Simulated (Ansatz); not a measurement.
System: CH3Be, charge 1, singlet. CH3Be+ (SMILES [Be+][CH3]).
B3LYP-D3(BJ)/def2-TZVP minimum from Ansatz (an electronic-structure program):
```
C
H 1 1.0941
H 1 1.0941 2 109.78
H 1 1.0941 2 109.78 3 120.77
Be 1 1.6556 2 109.16 3 -119.62
```
Charge +1, spin multiplicity 1.

Total energies in def2-QZVPP, 8 correlated electrons, 2 frozen orbitals. Radicals and triplets start from unrestricted determinants; spin-orbit coupling is neglected. Correlated methods leave the cores frozen. No relativity. The spin of CH3Be+ ([Be+][CH3], singlet) was assumed, and the state is the lowest solution found for it.

```csv
method,program,energy (Eh),minus CCSDT(Q) (mEh)
HF,Ansatz,-53.94082,242.44
MP2,Ansatz,-54.15794,25.32
CCSD,Ansatz,-54.17365,9.60
CCSD(T),Ansatz,-54.18249,0.77
CCSDT(Q),Ansatz,-54.18325,0.00
```

Rough core times of Ansatz's runs on a shared machine: CCSD(T) 20 s, CCSDT(Q) 40 min.
